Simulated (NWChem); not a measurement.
System: CdHSI; SMILES [SH][Cd][I]

```xyz
4

Cd     0.0117     0.8266     0.0000
I      0.0030    -1.7686     0.0000
S      0.0370     3.1746     0.0000
H     -1.3127     3.2658     0.0000
```
Atoms are numbered in this order, from 1.

Results from NWChem. Coordinates come from a PBE0/def2-SVP optimisation. def2 effective core potentials on Cd, I; no spin-orbit coupling.

For level Hartree-Fock/def2-SVP:

highest occupied level (eV): -9.89
orbital gap (eV): 10.97

Problem. What are these values for level B3PW91/def2-SVP?

Solution. 
| Item | Result |
|---|---|
| highest occupied level (eV) | -7.12 |
| orbital gap (eV) | 5.05 |
